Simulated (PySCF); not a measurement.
**Broadened absorption spectrum of CH7B2N**

CH7B2N.
SMILES: `C(B)BN`

Computed, not measured: TDDFT CAM-B3LYP/def2-SVPD, vertical, gas phase, core orbitals frozen in the response in PySCF 2.14.0, density-fitted response routines. Geometry: PBE0-D3(BJ)/def2-SVP, one conformer, isolated molecule. Torsions of this conformer, `[BH2:1][CH2:2][BH:3][NH2:4]`: B1–C2–B3–N4 94°, H–N4–B3–C2 180°, H–N4–B3–C2 0°.

Each state is given a Gaussian of 0.25 eV full width at half maximum, with ε(max) = 2.175×10⁸ f / Δν̃ (Δν̃ the width in cm⁻¹). The width is an assumption, not a result. The curve ends short of the highest state used, and states not computed would add to its high-energy end.

(λ (nm), ε (L mol⁻¹ cm⁻¹)): (151.7, 6909), (154.4, 4865), (157.2, 1450), (159.9, 4712), (162.6, 5624), (165.3, 5032), (168.0, 8261), (170.7, 5265), (173.4, 1088), (176.1, 111), (178.9, 275), (181.6, 772), (184.3, 861), (187.0, 409), (189.7, 89), (192.4, 10), (195.1, 1), (197.8, 1), (200.5, 21), (203.3, 200), (206.0, 909), (208.7, 2343), (211.4, 3601), (214.1, 3479), (216.8, 2227), (219.5, 989), (222.2, 316), (225.0, 70), (227.7, 12), (230.4, 2)

Problem. Where are the band maxima, and which computed states make them?

Solution. 213 nm (5.83 eV), ε about 3700, made up of S1 (15%) and S2 (85%); 183 nm (6.76 eV), ε about 920, made up of S3 (100%); 168 nm (7.37 eV), ε about 8300, made up of S4 (99%); 162 nm (7.67 eV), ε about 6100, made up of S5 (98%); 152 nm (8.13 eV), ε about 7500, made up of S6 (93%) (ε in L mol⁻¹ cm⁻¹; maxima over ε = 5, shares over 10%). The states used: S1 5.76 eV (f 0.0068); S2 5.85 eV (f 0.030); S3 6.76 eV (f 0.0085); S4 7.36 eV (f 0.076); S5 7.68 eV (f 0.055); S6 8.13 eV (f 0.065); S7 8.16 eV (f 0.0050); S8 8.44 eV (f 0.0071); S9 8.65 eV (f 0.031); S10 8.77 eV (f 0.017).

Problem. On this curve, what absorbance would a 10⁻⁵ mol/L sample give at 222 nm over a 1 cm path?

Solution. 222 nm is 5.585 eV, where ε is about 350 L mol⁻¹ cm⁻¹, so A = ε c l ≈ 0.0035 (Beer–Lambert, with the gas-phase spectrum and the assumed width).

Problem. What would ε be at 7.37 eV, the highest of these maxima, with half the width (0.125 eV)?

Solution. About 16400 L mol⁻¹ cm⁻¹ against 8320, a factor of about 1.97; a lone state at its own centre would give exactly 2.

Problem. Coming from long wavelengths, where does ε first pass 100 L mol⁻¹ cm⁻¹?

Solution. At about 224 nm (5.53 eV), 0.23 eV below S1.

The vertical ionisation energy (ΔSCF) is 10.71 eV, 1.94 eV above S10.
